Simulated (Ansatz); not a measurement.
Ansatz (a first-principles code) input file for C₃H₅, SMILES [CH2]C=C (connectivity only; charge and spin as stated), charge +1, multiplicity 1, PBE-D3(BJ)/def2-TZVP. 

Ansatz 0.2 input:
```yaml
crystal:
  periodic: [false, false, false]
  atoms:
    - {symbol: C, position_ang: [0.00000000, -1.18377671, 0.21055224]}
    - {symbol: C, position_ang: [0.00000000, -0.00000000, -0.49277951]}
    - {symbol: C, position_ang: [0.00000000, 1.18377672, 0.21055225]}
    - {symbol: H, position_ang: [0.00000000, -2.14498232, -0.29315063]}
    - {symbol: H, position_ang: [0.00000000, -1.19090071, 1.29607426]}
    - {symbol: H, position_ang: [0.00000000, 0.00000000, -1.57579716]}
    - {symbol: H, position_ang: [0.00000000, 2.14498232, -0.29315062]}
    - {symbol: H, position_ang: [0.00000000, 1.19090069, 1.29607427]}
basis:
  gaussian:
    orbitals: def2-TZVP
hamiltonian:
  xc: pbe
  dispersion: d3bj
total_charge: 1
relax: {f_tol: 0.002, max_steps: 200}
```

Log of the run:

```
WARN ansatz: RAYON_NUM_THREADS=1 ignored (pool sized by the plan → 1); use --threads N
Functional definition: PBE
integrals: 0.03 GiB planned
760 factors; their error is unknown
mean field: 0.31 GiB planned
mean field evaluation 1: about -3167.0838 eV, gradient 7.1e1 eV
mean field evaluation 2: about -3157.9948 eV, gradient 8.9e1 eV
mean field evaluation 4: about -3179.1883 eV, gradient 8.8e0 eV
mean field evaluation 8: about -3179.3621 eV, gradient 3.1e-2 eV
mean field evaluation 16: about -3179.3212 eV, gradient 7.0e-5 eV
mean field -3179.32123391 eV, -116.8379003247 hartree, gradient 5.7e-6 eV, S^2 0.000000; 0 other end points of the search recorded, 0 dependent functions left out
the calculation of the forces begins
reference -3179.32126747 eV, -116.8379015583 hartree; 11, 11 occupied and 112, 112 virtual orbitals, 760 factors
relax step   1: F+E_penalty+E_count = -3179.43923776 eV  Δ(F+E_penalty+E_count) = +0.000e0 eV  max|allowed force component| = 3.256e-1 eV/Å  Δτ_max = 0.0000 Å  (29 SCF iters, accepted)
these checks for a lower state are left out or cut short: starts, cluster_reference, orbital_swaps, neighbouring_geometries, increment
integrals: 0.03 GiB planned
760 factors; their error is unknown
mean field: 0.31 GiB planned
mean field -3179.33120925 eV, -116.8382669119 hartree, gradient 9.5e-6 eV, S^2 0.000000; 0 other end points of the search recorded, 0 dependent functions left out
the calculation of the forces begins
reference -3179.33124290 eV, -116.8382681486 hartree; 11, 11 occupied and 112, 112 virtual orbitals, 760 factors
relax step   2: F+E_penalty+E_count = -3179.44893188 eV  Δ(F+E_penalty+E_count) = -9.694e-3 eV  max|allowed force component| = 9.150e-2 eV/Å  Δτ_max = 0.0113 Å  (33 SCF iters, accepted)
these checks for a lower state are left out or cut short: starts, cluster_reference, orbital_swaps, neighbouring_geometries, increment
integrals: 0.03 GiB planned
760 factors; their error is unknown
mean field: 0.31 GiB planned
mean field evaluation 32: about -3179.3321 eV, gradient 6.8e-3 eV
mean field -3179.33211535 eV, -116.8383002103 hartree, gradient 9.8e-6 eV, S^2 0.000000; 0 other end points of the search recorded, 0 dependent functions left out
the calculation of the forces begins
reference -3179.33214903 eV, -116.8383014481 hartree; 11, 11 occupied and 112, 112 virtual orbitals, 760 factors
relax step   3: F+E_penalty+E_count = -3179.44973975 eV  Δ(F+E_penalty+E_count) = -8.079e-4 eV  max|allowed force component| = 3.653e-3 eV/Å  Δτ_max = 0.0041 Å  (32 SCF iters, accepted)
these checks for a lower state are left out or cut short: starts, cluster_reference, orbital_swaps, neighbouring_geometries, increment
integrals: 0.03 GiB planned
760 factors; their error is unknown
mean field: 0.31 GiB planned
mean field -3179.33211144 eV, -116.8383000667 hartree, gradient 9.6e-6 eV, S^2 0.000000; 0 other end points of the search recorded, 0 dependent functions left out
the calculation of the forces begins
reference -3179.33214512 eV, -116.8383013045 hartree; 11, 11 occupied and 112, 112 virtual orbitals, 760 factors
relax step   4: F+E_penalty+E_count = -3179.44974068 eV  Δ(F+E_penalty+E_count) = -9.348e-7 eV  max|allowed force component| = 2.956e-3 eV/Å  Δτ_max = 0.0006 Å  (33 SCF iters, accepted)
these checks for a lower state are left out or cut short: starts, cluster_reference, orbital_swaps, neighbouring_geometries, increment
integrals: 0.03 GiB planned
760 factors; their error is unknown
mean field: 0.31 GiB planned
mean field -3179.33211369 eV, -116.8383001494 hartree, gradient 9.7e-6 eV, S^2 0.000000; 0 other end points of the search recorded, 0 dependent functions left out
the calculation of the forces begins
reference -3179.33214737 eV, -116.8383013872 hartree; 11, 11 occupied and 112, 112 virtual orbitals, 760 factors
relax step   5: F+E_penalty+E_count = -3179.44974108 eV  Δ(F+E_penalty+E_count) = -4.001e-7 eV  max|allowed force component| = 3.965e-4 eV/Å  Δτ_max = 0.0002 Å  (33 SCF iters, accepted)
integrals: 0.03 GiB planned
760 factors; their error is unknown
mean field: 0.31 GiB planned
mean field evaluation 64: about -3179.3763 eV, gradient 1.0e-1 eV
mean field -3179.33211369 eV, -116.8383001494 hartree, gradient 9.7e-6 eV, S^2 0.000000; 1 other end points of the search recorded, 0 dependent functions left out
the calculation of the forces begins
reference -3179.33214737 eV, -116.8383013872 hartree; 11, 11 occupied and 112, 112 virtual orbitals, 760 factors
Total energy: -3179.44977477 eV, -116.8426241143 hartree
Atom 0 at     0.000000    -1.190751     0.211413 Å, force    -0.000000    -0.000248    -0.000252 eV/Å
Atom 1 at     0.000000     0.000000    -0.495594 Å, force     0.000000     0.000000     0.000397 eV/Å
Atom 2 at     0.000000     1.190751     0.211413 Å, force    -0.000000     0.000248    -0.000252 eV/Å
Atom 3 at    -0.000000    -2.159884    -0.296735 Å, force     0.000000    -0.000049     0.000061 eV/Å
Atom 4 at     0.000000    -1.196022     1.306283 Å, force     0.000000     0.000052    -0.000052 eV/Å
Atom 5 at    -0.000000    -0.000000    -1.587955 Å, force     0.000000     0.000000     0.000089 eV/Å
Atom 6 at     0.000000     2.159884    -0.296735 Å, force     0.000000     0.000049     0.000061 eV/Å
Atom 7 at    -0.000000     1.196022     1.306283 Å, force     0.000000    -0.000052    -0.000052 eV/Å
Dipole moment:    -0.000000     0.000000     0.101180 e Å
```

The calculation finished and met its thresholds.
